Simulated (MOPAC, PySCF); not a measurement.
H₃FGeSi, SMILES `[F][Ge][SiH3]` (lower singlet), neutral singlet in the gas phase. This singlet lies 1.23 eV below the relaxed triplet at the level frozen-core CCSD(T)/cc-pVTZ // B3LYP-D3(BJ)/def2-TZVP (Ansatz).

Z-matrix (Å, degrees):
```
Si
H 1 1.4870
H 1 1.4871 2 108.38
H 1 1.4873 2 108.21 3 -117.14
Ge 1 2.5173 2 109.41 4 -123.65
F 5 1.7790 1 92.45 2 -59.19
```
Charge 0, spin multiplicity 1.

All levels are single points at this geometry (B3LYP-D3(BJ)/def2-TZVP); Pople sets use spherical d functions. Orbital energies aren't observables, and empty levels follow the basis.

AM1 in MOPAC gives HOMO (eV) = -8.43.

Task: Estimate the HOMO (eV) from each of these levels: B3LYP-D3(BJ)/def2-TZVP in PySCF; B3LYP/6-31G* in PySCF; B3LYP/LANL2DZ in PySCF; BP86/6-31G* in PySCF; PBE/6-31G* in PySCF; HF/3-21G in PySCF; PM3 in MOPAC; PM6 in MOPAC.

Result: 
```csv
level,HOMO (eV)
B3LYP-D3(BJ)/def2-TZVP in PySCF,-6.39
B3LYP/6-31G* in PySCF,-6.25
B3LYP/LANL2DZ in PySCF,-6.49
BP86/6-31G* in PySCF,-5.53
PBE/6-31G* in PySCF,-5.42
HF/3-21G in PySCF,-8.62
PM3 in MOPAC,-8.14
PM6 in MOPAC,-7.65
```
